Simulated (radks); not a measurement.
The numbers below are computed, except where a source is named.
Neutral silver inside a hard spherical wall (all orbitals vanish at R), configuration held at [Kr] 4d10 5s1 and not refilled when levels cross. Level of theory: scalar-relativistic Kohn-Sham, r2SCAN, spin-polarised, spherical densities, finite nucleus; open shells are filled with parallel spins first (spin-orbit coupling, left out, can overturn this in heavy ions); meta-GGA in the generalised Kohn-Sham scheme; Fermi nuclear charge, rms radius 4.5454 fm (a radial shooting solver on a logarithmic mesh with Libxc functionals). Eigenvalues in eV for spin up, with the zero of energy where the potential of the charges vanishes at infinity; a dash marks a level that is unbound or too diffuse for the functional's potential to be trusted. A positive occupied level is held by the wall or, in an anion where self-interaction has pushed it up, behind a barrier. The pressure on the wall is -dE/dV.

R (bohr)	E (hartree)	kinetic (hartree)	e(4s)	e(4p)	e(4d)	e(5s)	e(5p, empty)	e(6s, empty)	pressure (GPa)
free	-5316.67557	5523.478	-97.588	-60.251	-7.716	-4.961	-0.580	-	0
12	-5316.67556	5523.479	-97.585	-60.249	-7.714	-4.959	-0.556	2.692	0.000318
8	-5316.67368	5523.494	-97.474	-60.136	-7.609	-4.855	-0.156	6.162	0.0816
3.5	-5316.10499	5526.067	-90.170	-53.057	-0.955	6.925	17.619	69.006	173
3	-5315.36200	5529.112	-84.719	-47.859	4.380	18.073	31.900	109.05	602
2.5	-5313.29595	5537.300	-74.342	-37.812	15.524	43.588	62.619	186.19	2570
1.5	-5277.09279	5661.509	11.485	53.863	122.75	317.91	356.39	795.00	122000
